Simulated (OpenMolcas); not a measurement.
# Au³⁺: effect of the IPEA shift

* Program: OpenMolcas 26.06
* Basis: ANO-RCC-VTZP [8s7p5d3f1g]
* Scalar Hamiltonian: DKH2, point nucleus
* Active space: 8 electrons in 10 orbitals (5d 6d)
* State averaging: 2S+1 = 3 even, 10 roots; 2S+1 = 1 even, 15 roots
* Spin-orbit coupling: RASSI with atomic mean-field integrals over the reference wave functions, term energies averaged over their components

Methods on the same reference wave functions:
A. CASSCF
B. SS-CASPT2, IPEA 0 Eh, imaginary shift 0.1 Eh (closed shells correlated: 5s 5p)
C. SS-CASPT2, IPEA 0.25 Eh, imaginary shift 0.1 Eh (closed shells correlated: 5s 5p)

Energies in cm⁻¹ above 5d⁸ ³F₄, the measured ground level; measured values from Zainab et al., Astrophys. J. Suppl. Ser. 267, 12 (2023).

| Level | A | B | C | Measured |
| --- | --- | --- | --- | --- |
| 5d⁸ ³F₄ | 0.0 | 0.0 | 0.0 | 0.0 |
| 5d⁸ ³F₃ | 12345 | 12470 | 12480 | 12294 |
| 5d⁸ ³P₂ [51 %] | 20606 | 18640 | 18870 |  |
| 5d⁸ ³P₀ | 22893 | 18640 | 19000 | 18185 |
| 5d⁸ ³P₁ | 26180 | 22320 | 22760 | 21490 |
| 5d⁸ ¹G₄ | 29403 | 26810 | 26620 | 25702 |
| 5d⁸ ¹S₀ | 62353 | 56480 | 56540 | 55278 |

Deviations, from unrounded energies. A percentage is the sum of absolute deviations over the sum of measured energies, with the sign that they share, or ± where signs differ.

```json
{"Against measurement": "mean absolute deviation (cm-1)", "Levels": "5", "A": "4000", "B": "750", "C": "890"}
{"Against measurement": "fine structure of the ground term (%)", "Levels": "1", "A": "+0.4", "B": "+1.4", "C": "+1.5"}
{"Against measurement": "other terms of the ground configuration (%)", "Levels": "4", "A": "+16.7", "B": "+3.0", "C": "+3.5"}
```

B lies closest to measurement on these levels and A furthest from it. The largest miss of B in the table is 5d⁸ ¹S₀, by +1200 cm-1. The ranking rests on the paired levels alone, and a cruder setting can come out closer through cancelling errors.

Between B and C the level of the table that moves most is 5d⁸ ³P₁, by 450 cm-1 (lowest in B, highest in C). Moves below CASPT2's spread within the term are not significant.

The mean deviations of B to C differ by less than CASPT2's widest spread within a term (930 cm-1), so their order carries little weight.

From A to B the spin-free energies of the other terms of 5d⁸ shown, above ³F, scale by factors of 0.71 to 0.86, as is usual when dynamic correlation screens the repulsion within a d or f shell.

The lowest spin-free term lies below A's lowest term by 0.372 hartree in B, 0.366 hartree in C.

CASPT2 breaks the degeneracy within a term, and the mean is taken; among the terms shown or strongly mixed into the levels shown the widest spread is 930 cm-1 (5d⁸ ¹G, B). Active for correlation alone: 6d; no level in the range computed is led by a configuration that fills it, so any true level of that kind is missing. Without dynamic correlation excited terms often stand tens of per cent too high (terms of higher spin than the ground term too low), and those without a measured partner can miss by more than the paired ones (holds for A). Computed and measured levels are paired by configuration, term and J; levels that our copy of the source lacks, or whose pairing is in doubt (as where it misses far off the trend of its configuration), stay unpaired and out of the deviations. Only configurations of the active space appear. Levels that lie high or do not pair safely by name in every column are left out.

A share in square brackets marks a mixed level and gives the weight of the term that names it, the lowest over the columns.
